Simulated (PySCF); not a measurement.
Excitations are Tamm–Dancoff values on a coarser integration grid. The basis has no diffuse functions, so Rydberg states are missing or too high.

Cartesian coordinates (Å):
SMILES: CCBO
```xyz
11

C     -1.1346    -0.5060    -0.1070
C     -0.2430     0.7171     0.0661
B      1.3045     0.4594     0.1100
O      1.8519    -0.7742     0.0021
H     -2.1945    -0.2437    -0.1280
H     -1.0027    -1.2211     0.7117
H     -0.9213    -1.0320    -1.0434
H     -0.5102     1.2621     0.9818
H     -0.4306     1.4468    -0.7333
H      2.0873     1.3598     0.2438
H      1.1931    -1.4683    -0.1037
```
Charge 0, multiplicity 1.

Q: What LUMO, S1–T1 gap (TDA) and S1 oscillator strength does PBE-D3(BJ)/def2-TZVP // PBE0-D4/def2-TZVP (PySCF) give?

A: 
```
Item                      Result
----------------------  --------
LUMO                    -0.75 eV
S1–T1 gap (TDA)          0.54 eV
S1 oscillator strength     0.001
```
